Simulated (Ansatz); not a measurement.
Reaction (substitution at a C–B bond): `CB1O[SiH]1N` + `N[SiH](O)Cl` → `CO[SiH](N)Cl` + `N[SiH]1BO1`

Calculated with Ansatz (gas phase, PBE0-D4/def2-TZVP geometries, no zero-point term in ΔE). CCSD(T)/CBS is the MP2 limit (def2-TZVPP, def2-QZVPP) plus CCSD(T) − MP2 in def2-TZVPP, frozen cores. Functionals use def2-TZVPP. B3LYP here is the variant with VWN-RPA as its local correlation; programs differ in this. Each species was taken in one conformer, which may not be the lowest.

`CB1O[SiH]1N`:

```xyz
11

C    -0.859    1.805    0.998
B    -0.348    0.410    0.559
O    -0.982   -0.773    0.385
Si    0.685   -1.063   -0.043
N     1.059   -1.466   -1.647
H    -0.300    2.160    1.869
H    -1.925    1.795    1.240
H    -0.684    2.539    0.205
H     1.214   -2.160    0.798
H     1.206   -2.415   -1.948
H     0.934   -0.830   -2.416
```

`N[SiH](O)Cl`:

Cartesian coordinates in Å:
```
N 0.708 -0.906 -0.366
Si -0.171 0.296 0.454
O -0.461 1.577 -0.514
Cl -1.897 -0.649 1.055
H 0.569 -1.879 -0.154
H 1.625 -0.722 -0.742
H 0.448 0.894 1.651
H -0.822 1.388 -1.383
```

`CO[SiH](N)Cl`:

Z-matrix (Å, degrees):
```
C
O 1 1.411
H 1 1.091 2 108.1
H 1 1.094 2 111.0 3 -119.4
H 1 1.096 2 111.5 3 119.3
Si 2 1.631 1 124.2 3 -174.1
Cl 6 2.059 2 107.7 1 -58.8
N 6 1.690 2 112.8 1 -177.9
H 6 1.479 2 109.7 1 59.1
H 8 1.007 6 120.6 2 -77.4
H 8 1.007 6 121.3 2 73.6
```

`N[SiH]1BO1`:

Z-matrix (Å, degrees):
```
Si
B 1 1.889
O 1 1.750 2 43.2
N 1 1.693 2 126.9 3 -94.8
H 1 1.478 2 125.8 3 79.4
H 2 1.192 1 166.9 3 174.6
H 4 1.006 1 122.7 2 150.7
H 4 1.005 1 123.1 2 -14.9
```

| level | ΔE (kcal/mol) | difference from CCSD(T)/CBS |
| --- | --- | --- |
| r2SCAN-D4 | 28.0 | 0.6 |
| B3LYP-D4 | 26.0 | -1.4 |
| ωB97X-V | 25.8 | -1.6 |
| ωB97M-V | 27.0 | -0.4 |
| B2PLYP | 26.8 | -0.6 |
| PBE | 27.9 | 0.5 |
| r2SCAN | 28.1 | 0.7 |
| PBE0 | 28.1 | 0.7 |
| B3LYP | 26.4 | -1.0 |
| HF/def2-TZVPP | 24.4 | -3.0 |
| MP2/def2-TZVPP | 28.3 | 0.9 |
| CCSD(T)/def2-TZVPP | 26.9 | -0.5 |
| HF/def2-QZVPP | 24.3 | -3.1 |
| SCS-MP2/def2-QZVPP | 26.8 | -0.6 |
| MP2/CBS(def2) | 28.8 | 1.4 |
| CCSD/CBS(def2) | 27.3 | -0.1 |
| CCSD(T)/CBS | 27.4 | 0 |

Largest T1 diagnostic among the species: 0.015.

In def2-TZVPP, CCSD(T) changes the Hartree–Fock value by +2.5 kcal/mol (the triples alone add +0.1 kcal/mol) and MP2 by +3.9 kcal/mol.
